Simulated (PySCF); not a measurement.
Species: C4H8FO2Si (doublet state).
Z-matrix (Å and degrees, GFN2-xTB geometry), rows numbered from 1:
```
O 
C   1  1.1973
C   2  1.4997  1  125.57
C   3  1.5317  2  111.79  1    -3.15
F   4  1.4138  3  106.48  2   167.15
C   4  1.4722  3  112.99  2   -71.21
O   6  1.3244  4  123.60  3   131.00
Si  7  1.6364  6  135.96  4    -6.90
H   2  1.1077  1  121.26  3   179.49
H   3  1.0944  2  108.56  1   118.08
H   3  1.0927  2  109.17  1  -125.39
H   4  1.0953  3  110.79  2    53.12
H   6  1.0780  4  120.59  3   -54.79
H   8  1.4673  7  110.20  6    61.73
H   8  1.4605  7  110.82  6   -59.43
H   8  1.4536  7   97.97  6  -179.99
```

The hyperfine couplings belong to this conformer and change with its torsions.

Identity: `O=CC[C@@H](F)[CH]O[SiH3]` [radical].

Level of theory: PySCF, UKS B3LYP, pcH-1 on C F H O Si, non-relativistic, mean-field spin-orbit, GIAO. Isolated species at its GFN2-xTB geometry (one conformer only). Couplings are sensitive to structure, and on GFN2-xTB geometries they can be far from those on DFT ones. No stability test was run, so a lower SCF solution isn't excluded.

Largest spin populations (Mulliken): C6 (+0.87) and O7 (+0.11). C6 is the only atom above +0.15. The angles at C6 add up to 359.8°, so it is planar; its axial dipolar tensor and the negative coupling of its proton fit spin in a p orbital normal to that plane.

(1) Find Q in a(H) = Q·ρ(C) for the protons on the planar carbons that carry spin.

Answers

(1) 
```csv
H,C,ρ(C),a(H) (G),a/ρ (G)
H13,C6,+0.871,-22.00,-25.3
```

One proton gives one ratio, Q = -25.3 G, and no test of linearity. In McConnell's picture π spin on carbon polarises the C–H bond and leaves opposite spin at the proton, which makes Q negative, as found here.

Couplings in gauss use g_iso = 2.0028.
